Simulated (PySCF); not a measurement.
## Rotational lines of KBe⁻

Lines J+1 ← J of the vibrational ground state, computed from RHF-CCSD(T) constants of KBe⁻, ¹Σ⁺ (singlet), closed shell (basis K aug-cc-pVDZ-X2C, Be aug-cc-pVDZ-DK; spin-free X2C with a Gaussian nucleus; PySCF 2.14; masses 38.9637 and 9.0122 u), in MHz:

```tsv
J	ν (MHz)
0	10831.0
1	21660.9
2	32488.6
3	43312.9
4	54132.8
```

(1) Find B0 and the effective bond length r0; with αe = 0.00587 cm⁻¹, find Re.

Correlated steps freeze 5 core orbitals. The bond is weak. Basis-set superposition, not corrected here, can be much of De in a small basis, most of all at correlated wavefunction levels. For an ion De counts to the pair picked by the measured ionisation energies or electron affinities, which need not be the lowest pair at this level. The CCSD T1 diagnostic is raised, a sign that a single reference may not be enough here.

Answers

(1) ν = 2B0(J+1) − 4D(J+1)³ gives B0 = 0.18065 cm⁻¹. With the reduced mass μred = 7.3193 u, r0 = √(16.8576/(μred·B0)) (u, cm⁻¹, Å) = 3.5706 Å. Be = B0 + αe/2 = 0.18358 cm⁻¹ gives Re = 3.542 Å.
